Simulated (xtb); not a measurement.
I4Ti (SMILES [I][Ti]([I])([I])[I]), singlet, geometry from GFN2-xTB (such geometries of metal compounds can be far from the true shape).

Input for xtb:
```
$ xtb mol.xyz --gfn 2 --alpb chcl3 --json

# file mol.xyz
5

Ti    -0.00000000     0.00000000    -0.00000000
I      2.09524070    -0.59546698    -1.49603154
I      0.78783176     0.44202976     2.48327520
I     -1.17364265     2.16819622    -0.95090116
I     -1.70942982    -2.01475900    -0.03634250
```

Q: What does this run give for the dipole moment, HOMO-LUMO gap, partial charges in atom order, total energy?

A: 
The dipole moment is 0.00 D. The HOMO-LUMO gap comes out as 1.68 eV. The partial charges in atom order is Ti1 0.87, I2 -0.22, I3 -0.22, I4 -0.22, I5 -0.22 and the total energy comes out as -17.129540 Ha.
